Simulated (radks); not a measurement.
These are the eigenvalues of the occupied orbitals of an atom or ion with whole-number occupations (eV). All-electron calculation, Dirac Kohn-Sham, XLYP, spin-unpolarised, spherical densities, finite nucleus; Fermi nuclear charge, rms radius of each element as measured or else 0.836 A^(1/3) + 0.57 fm. Program: a radial shooting solver on a logarithmic mesh with Libxc functionals.

| orbital | eigenvalue |
|---|---|
| 1s1/2 | -19851.26 |
| 2s1/2 | -2831.455 |
| 2p1/2 | -2607.702 |
| 2p3/2 | -2501.061 |
| 3s1/2 | -508.8566 |
| 3p1/2 | -423.7332 |
| 3p3/2 | -406.1703 |
| 3d3/2 | -255.6330 |
| 3d5/2 | -252.3064 |
| 4s1/2 | -96.1717 |
| 4p1/2 | -71.6527 |
| 4p3/2 | -69.0486 |
| 4d3/2 | -33.0088 |
| 4d5/2 | -32.7232 |

Which element is it, and in what charge state? The configuration may be excited. Open shells, if any, are shared by 2j + 1.

Answer. Z = 42, molybdenum, charge +3: Mo3+ in [Kr] 4d3. The list shows which subshells hold electrons but not how many an open one holds; the 1s level, -729.52 hartree, gives Z - s = 38.2 by -(Z - s)^2/2, which with screening and relativity narrows Z to a few neighbours, and the depths of the outer levels then fix element, charge and occupations together.
